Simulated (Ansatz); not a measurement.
Basis-set extrapolation for C₂H₈FNOSi₂, SMILES `C=C[Si](N)(F)O[SiH3]` (PBE0-D4/def2-TZVP geometry, frozen core, Ansatz). Multiplicity 1, RHF reference.

|  | def2-TZVPP | def2-QZVPP |
| --- | --- | --- |
| HF | -887.374786 | -887.408973 |
| MP2 correlation | -1.252747 | -1.351453 |
| CCSD(T) correlation | -1.352187 | not run |

Energies in hartree. Use E(X) = E(∞) + A·exp(−7.88·√X) for Hartree–Fock and E(X) = E(∞) + B·X^(−2.97) for correlation, with X = 3 and 4, and add CCSD(T) minus MP2 of the smaller set to the MP2 limit.

Problem. What is the CCSD(T) energy at the basis-set limit?

Solution. HF limit: -887.408973 + (-0.034187) × 0.13774 = -887.41368. MP2 limit: -1.351453 + (-0.098706) × 0.74074 = -1.42457. Higher-order term: -1.352187 − (-1.252747) = -0.09944. Total: -888.93769 hartree, 553.2 kJ/mol below CCSD(T)/def2-TZVPP.
